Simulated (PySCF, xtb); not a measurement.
C2H3F3O, SMILES COC(F)(F)F.

GFN2-xTB (xtb) at its own geometry gives an orbital gap of 12.13 eV and a dipole moment of 3.17 D.

Coordinates come from a PBE0-D3(BJ)/def2-SVP optimisation.

**Question.** What does PBE/def2-TZVP run with PySCF give? (Estimate from the structure and the level; the computed values follow.)

**Answer.** gap 8.33 eV (levels -7.66 and 0.66 eV), dipole 2.24 D.
